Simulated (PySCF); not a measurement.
CF₂ (SMILES F[C]F), triplet, geometry from GFN2-xTB; MP2/6-31G* in PySCF.

Input for PySCF:
```python
from pyscf import gto, scf, mp

mol = gto.M(
    atom='''
F    -1.125815   -0.208273    0.036278
C    -0.016225    0.506140    0.034832
F     1.136632   -0.129154   -0.059499
''',
    basis='6-31g*',
    charge=0,
    spin=2,
    verbose=4,
)

mf = scf.UHF(mol)
mf.kernel()

pt = mp.MP2(mf, frozen=3)
pt.kernel()
print('E(MP2) = %.10f' % pt.e_tot)
mf.analyze()
```

It wrote (shortened):

```
PySCF version 2.14.0

[INPUT] verbose = 4
[INPUT] num. atoms = 3
[INPUT] num. electrons = 24
[INPUT] charge = 0
[INPUT] spin (= nelec alpha-beta = 2S) = 2
[INPUT] symmetry False subgroup None
[INPUT] Mole.unit = angstrom
[INPUT] Symbol           X                Y                Z      unit          X                Y                Z       unit  Magmom
[INPUT]  1 F     -1.125815000000  -0.208273000000   0.036278000000 AA   -2.127482016927  -0.393578929142   0.068555484347 Bohr   0.0
[INPUT]  2 C     -0.016225000000   0.506140000000   0.034832000000 AA   -0.030660806371   0.956465980687   0.065822940371 Bohr   0.0
[INPUT]  3 F      1.136632000000  -0.129154000000  -0.059499000000 AA    2.147923184417  -0.244065687892  -0.112436814685 Bohr   0.0

nuclear repulsion = 62.2236218902339
number of shells = 18
number of NR pGTOs = 81
number of NR cGTOs = 42
basis = 6-31g*
ecp = {}

******** <class 'pyscf.scf.uhf.UHF'> ********
method = UHF
initial guess = minao
damping factor = 0
level_shift factor = 0
DIIS = <class 'pyscf.scf.diis.CDIIS'>
diis_start_cycle = 1
diis_space = 8
diis_damp = 0
SCF conv_tol = 1e-09
SCF conv_tol_grad = None
SCF max_cycles = 50
direct_scf = True
direct_scf_tol = 1e-13
number electrons alpha = 13  beta = 11
Set gradient conv threshold to 3.16228e-05
init E= -236.784398209188

cycle= 1 E= -236.49560189989  delta_E= 0.289  |g|= 0.453  |ddm|= 1.44
cycle= 2 E= -236.580682923103  delta_E= -0.0851  |g|= 0.23  |ddm|= 0.495
cycle= 3 E= -236.601842966145  delta_E= -0.0212  |g|= 0.0614  |ddm|= 0.142
cycle= 4 E= -236.604818618894  delta_E= -0.00298  |g|= 0.0211  |ddm|= 0.0744
cycle= 5 E= -236.605531971026  delta_E= -0.000713  |g|= 0.0101  |ddm|= 0.0456
cycle= 6 E= -236.605728736855  delta_E= -0.000197  |g|= 0.00349  |ddm|= 0.0252
cycle= 7 E= -236.605750512198  delta_E= -2.18e-05  |g|= 0.000576  |ddm|= 0.00905
cycle= 8 E= -236.605750862959  delta_E= -3.51e-07  |g|= 0.000121  |ddm|= 0.00109
cycle= 9 E= -236.605750880833  delta_E= -1.79e-08  |g|= 3.53e-05  |ddm|= 0.000196
cycle= 10 E= -236.605750882513  delta_E= -1.68e-09  |g|= 1.14e-05  |ddm|= 5.37e-05
cycle= 11 E= -236.60575088271  delta_E= -1.97e-10  |g|= 3.11e-06  |ddm|= 2.2e-05
Extra cycle  E= -236.605750882719  delta_E= -9.15e-12  |g|= 1.67e-06  |ddm|= 3.09e-06
converged SCF energy = -236.605750882719  <S^2> = 2.0065329  2S+1 = 3.0043521

******** <class 'pyscf.mp.ump2.UMP2'> ********
nocc = (np.int64(10), np.int64(8)), nmo = (39, 39)
frozen orbitals 3
E(UMP2) = -237.022503187905  E_corr = -0.416752305185591
E(SCS-UMP2) = -237.001117359341  E_corr = -0.395366476621374
E_corr(same-spin) = -0.120849564924618
E_corr(oppo-spin) = -0.295902740260973
E(MP2) = -237.0225031879
**** SCF Summaries ****
Total Energy =                        -236.605750882719292
Nuclear Repulsion Energy =              62.223621890233858
One-electron Energy =                 -452.722578554840538
Two-electron Energy =                  153.893205781887389
Two-electron Coulomb Energy =          179.259051766771336
DFT Exchange-Correlation Energy =      -25.365845984883947
**** MO energy ****
                             alpha | beta                alpha | beta
MO #1   energy= -26.3536625496546  | -26.3427495950253  occ= 1 | 1
MO #2   energy= -26.3536600663577  | -26.3427349019024  occ= 1 | 1
MO #3   energy= -11.4359362266081  | -11.3773222094742  occ= 1 | 1
MO #4   energy= -1.70493357708002  | -1.66818344117146  occ= 1 | 1
MO #5   energy= -1.6522053010252   | -1.62209733800184  occ= 1 | 1
MO #6   energy= -0.968644968100315 | -0.873728914565997 occ= 1 | 1
MO #7   energy= -0.808089945130362 | -0.763065963775485 occ= 1 | 1
MO #8   energy= -0.795311443835533 | -0.714606341262361 occ= 1 | 1
MO #9   energy= -0.778298782869823 | -0.712390861917403 occ= 1 | 1
MO #10  energy= -0.7158660792913   | -0.66170635842241  occ= 1 | 1
MO #11  energy= -0.67012867970042  | -0.659068471879937 occ= 1 | 1
MO #12  energy= -0.559598920514202 | 0.0739109531560569 occ= 1 | 0
MO #13  energy= -0.4021798708221   | 0.214495652079819  occ= 1 | 0
MO #14  energy= 0.345681911172157  | 0.409912435436156  occ= 0 | 0
MO #15  energy= 0.353322519733059  | 0.430182314207076  occ= 0 | 0
MO #16  energy= 0.647595360672578  | 0.760892286402799  occ= 0 | 0
MO #17  energy= 0.66806068757682   | 0.79554896447894   occ= 0 | 0
MO #18  energy= 0.731579432754445  | 0.802129829689273  occ= 0 | 0
MO #19  energy= 0.749382012115815  | 0.822050952804174  occ= 0 | 0
MO #20  energy= 1.41773366141547   | 1.43327097059721   occ= 0 | 0
MO #21  energy= 1.4415646663855    | 1.48218866009123   occ= 0 | 0

To work with the spin densities directly, `use mulliken_meta_spin()` only printing them here.

 ** Mulliken spin pop alpha/beta on meta-lowdin orthogonal AOs **
 ** Mulliken Spin Density (per AO)  **
spin_pop of  0 F 1s       -0.00000
spin_pop of  0 F 2s        0.00530
spin_pop of  0 F 3s        0.00025
spin_pop of  0 F 2px      -0.01691
spin_pop of  0 F 2py       0.06236
spin_pop of  0 F 2pz       0.05470
spin_pop of  0 F 3px       0.00006
spin_pop of  0 F 3py       0.00089
spin_pop of  0 F 3pz       0.00126
spin_pop of  0 F 3dxy     -0.00000
spin_pop of  0 F 3dyz     -0.00009
spin_pop of  0 F 3dz^2     0.00008
spin_pop of  0 F 3dxz     -0.00032
spin_pop of  0 F 3dx2-y2    0.00001
spin_pop of  1 C 1s        0.00000
spin_pop of  1 C 2s        0.45002
spin_pop of  1 C 3s        0.00427
spin_pop of  1 C 2px       0.00054
spin_pop of  1 C 2py       0.44335
spin_pop of  1 C 2pz       0.88336
spin_pop of  1 C 3px       0.00099
spin_pop of  1 C 3py       0.00061
spin_pop of  1 C 3pz       0.00152
spin_pop of  1 C 3dxy     -0.00037
spin_pop of  1 C 3dyz      0.00026
spin_pop of  1 C 3dz^2     0.00016
spin_pop of  1 C 3dxz     -0.00035
spin_pop of  1 C 3dx2-y2    0.00046
spin_pop of  2 F 1s       -0.00000
spin_pop of  2 F 2s        0.00530
spin_pop of  2 F 3s        0.00025
spin_pop of  2 F 2px      -0.01471
spin_pop of  2 F 2py       0.05996
spin_pop of  2 F 2pz       0.05490
spin_pop of  2 F 3px       0.00006
spin_pop of  2 F 3py       0.00090
spin_pop of  2 F 3pz       0.00126
spin_pop of  2 F 3dxy     -0.00008
spin_pop of  2 F 3dyz     -0.00006
spin_pop of  2 F 3dz^2     0.00007
spin_pop of  2 F 3dxz     -0.00034
spin_pop of  2 F 3dx2-y2    0.00008
 ** Mulliken Spin Density (per atom)  **
spin density of  0 F =      0.10759
spin density of  1 C =      1.78482
spin density of  2 F =      0.10759
 ** Mulliken pop alpha/beta on meta-lowdin orthogonal AOs **
 ** Mulliken pop       alpha | beta **
In total            13.00000 | 11.00000
 ** Mulliken atomic charges   ( Nelec_alpha | Nelec_beta ) **
charge of  0F =     -0.25267  (     4.68013      4.57254 )
charge of  1C =      0.50534  (     3.63974      1.85492 )
charge of  2F =     -0.25267  (     4.68013      4.57254 )
Dipole moment(X, Y, Z, Debye): -0.03061,  0.95500,  0.06572
```
